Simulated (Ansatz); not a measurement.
Reaction (formal exchange of groups at a Te–C bond): `CC[TeH]` + CH₃OH → `OC[TeH]` + `CC`

Computed with Ansatz on PBE0-D4/def2-TZVP structures; ΔE is electronic, products minus reactants. CBS: MP2 limit from def2 TZ/QZ plus the TZ coupled-cluster correction, frozen cores. This one scheme is used for every species. Functionals use def2-TZVPP. B3LYP here is the variant with VWN-RPA as its local correlation; programs differ in this. Elements past krypton have def2 core potentials. For Te outer-core shells are correlated without core-valence functions, which leaves a few kJ/mol of doubt a bond. Each species was taken in one conformer, which may not be the lowest.

Task: Is it downhill or uphill in electronic energy at CCSD(T)/CBS, and by how much? (Estimate.)

Result: Ansatz gave: Downhill: ΔE = -0.04 eV.

Task: What do these levels give: PBE-D4, B97M-V, r2SCANh-D4, B3LYP, RPA@PBE/def2-TZVPP, CCSD/def2-TZVPP? (Estimate.)

Result: Computed: PBE-D4 -0.15, B97M-V -0.11, r2SCANh-D4 -0.12, B3LYP -0.13, RPA@PBE/def2-TZVPP -0.02, CCSD/def2-TZVPP -0.03 eV.

Largest T1 diagnostic among the species: 0.011.

Leaving LDA and LC-ωPBE aside and taking each functional with its dispersion term where it has one, the values, not all of them listed here, spread over 0.10 eV, from PBE-D4 to BHLYP-D4. From BLYP to BHLYP (50 % exact exchange), in def2-TZVPP and without D4, ΔE moves by +0.09 eV.
